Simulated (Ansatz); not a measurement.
Correlation energies of CH₆OSSi (`C[SiH](O)S`) by basis set

Cartesian coordinates in Å:
```
C 1.333 -0.027 0.355
Si -0.296 0.253 -0.480
O -1.125 1.294 0.489
S -1.384 -1.559 -0.824
H 1.967 -0.680 -0.248
H 1.849 0.925 0.503
H 1.190 -0.491 1.334
H -0.141 0.789 -1.858
H -2.045 1.448 0.269
H -1.349 -1.952 0.461
```

The species carries charge 0 and has multiplicity 1. All single points use the PBE0-D4/def2-TZVP geometry. It is one conformer, not always the lowest. Frozen core, restricted reference, Ansatz. CBS rows extrapolate triple and quadruple zeta; past MP2 they add the triple-zeta difference.

```
     basis     HF (Eh)  MP2 corr.  CCSD corr.       (T)  CCSD(T) total
  def2-SVP  -802.47122   -0.56198    -0.61110  -0.01520     -803.09752
def2-TZVPP  -802.86239   -0.72228    -0.76736  -0.02976     -803.65951
def2-QZVPP  -802.88862   -0.77918           –         –              –
 CBS(def2)  -802.89224   -0.82134    -0.86641     as TZ     -803.78841
```
